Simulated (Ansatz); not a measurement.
Cost and result up the ladder for Cd6H18Se6 (30 atoms). Total charge 0; singlet. Geometry: r2SCAN-D4/def2-SVP.

```xyz
30

Se    1.477   -1.441    3.053
Cd   -1.053   -2.114    2.461
Cd   -1.097    2.898    1.438
Se   -2.133    0.452    1.048
Se   -0.298   -3.652    0.395
Cd   -3.043    0.470   -1.477
Cd    3.094   -0.036    1.436
Se    1.167    2.107    0.233
Se    3.094   -1.952   -0.443
Cd    0.924   -2.739   -1.813
Cd    0.679    2.336   -2.397
Se   -0.559   -0.046   -2.355
H     0.079    1.605    3.575
H     1.252   -0.462    4.126
H    -2.424   -2.203    3.451
H    -0.152    2.240    3.929
H    -1.667    4.344    2.068
H    -3.413    0.634    1.751
H    -1.607   -4.026   -0.156
H    -3.018   -2.258   -1.063
H    -3.702   -2.190   -1.391
H    -4.520    0.785   -2.207
H     4.253    1.143    1.799
H     1.964    3.329    0.422
H     3.859   -1.287   -1.507
H     2.906    0.711   -2.527
H     0.760   -3.210   -3.431
H     0.938    3.521   -3.555
H     3.089    1.215   -3.069
H    -0.849   -0.175   -3.792
```

Ansatz on 2 threads of AMD EPYC 7R13 on a shared host and a share (18 GiB) of an NVIDIA H100 80GB HBM3. Times are rough, and most runs start from the orbitals of an earlier one. PBE0-D4/def2-TZVP serves as the yardstick here, not as an exact answer. Differences are given only for rows in sets of like size (and for xTB, whose basis is part of the method), since another set adds its own error. Binding counts from free atoms at the same level (Se triplet, Cd singlet, H doublet; other spins of the atoms weren't run), without zero-point energy or a counterpoise term.

In the def2 sets Cd takes a core potential; there is no spin–orbit coupling. B3LYP takes the VWN-RPA correlation. Correlated methods freeze 54 core orbitals; core or outer-core shells of Se, Cd are correlated, in sets that lack core-valence functions. The rows differ in basis, and correlated rows in double-zeta sets carry the largest basis error. Single mean-field runs in def2-SVP, def2-TZVP are fitted with def2-universal-jkfit. In the singlet geometry the species has come apart into loosely held pieces. In the singlet, H13 and H16 lie 0.76 Å apart, H20 and H21 lie 0.76 Å apart, H26 and H29 lie 0.76 Å apart (atoms count from 1), so H2 has formed as a molecule.

Correlated methods converge slowly with the basis, most of all in double-zeta sets.

```csv
level,functions,wall time
PBE0-D4/def2-SVP,468,4.4 s
PBE-D4/def2-TZVP (with forces),636,6 s
revPBE-D4/def2-TZVP,636,6.5 s
PBE-D4/def2-SVP,468,6.5 s
PBE0-D4/def2-TZVP,636,8 s
r2SCAN-D4/def2-TZVP,636,8 s
B3LYP-D4/def2-TZVP (with forces),636,9 s
B97M-V/def2-TZVP,636,10 s
MP2/def2-SVP,468,11 s
```

Q: Estimate what each level gives for the binding energy per atom (eV).

A: 
```json
{"level": "PBE0-D4/def2-SVP", "binding energy per atom (eV)": "2.06", "difference from PBE0-D4/def2-TZVP (eV)": "–"}
{"level": "PBE-D4/def2-TZVP (with forces)", "binding energy per atom (eV)": "2.05", "difference from PBE0-D4/def2-TZVP (eV)": "0.00"}
{"level": "revPBE-D4/def2-TZVP", "binding energy per atom (eV)": "2.00", "difference from PBE0-D4/def2-TZVP (eV)": "-0.05"}
{"level": "PBE-D4/def2-SVP", "binding energy per atom (eV)": "2.06", "difference from PBE0-D4/def2-TZVP (eV)": "–"}
{"level": "PBE0-D4/def2-TZVP", "binding energy per atom (eV)": "2.05", "difference from PBE0-D4/def2-TZVP (eV)": "0.00"}
{"level": "r2SCAN-D4/def2-TZVP", "binding energy per atom (eV)": "2.10", "difference from PBE0-D4/def2-TZVP (eV)": "0.05"}
{"level": "B3LYP-D4/def2-TZVP (with forces)", "binding energy per atom (eV)": "2.05", "difference from PBE0-D4/def2-TZVP (eV)": "0.00"}
{"level": "B97M-V/def2-TZVP", "binding energy per atom (eV)": "2.05", "difference from PBE0-D4/def2-TZVP (eV)": "0.00"}
{"level": "MP2/def2-SVP", "binding energy per atom (eV)": "1.92", "difference from PBE0-D4/def2-TZVP (eV)": "–"}
```
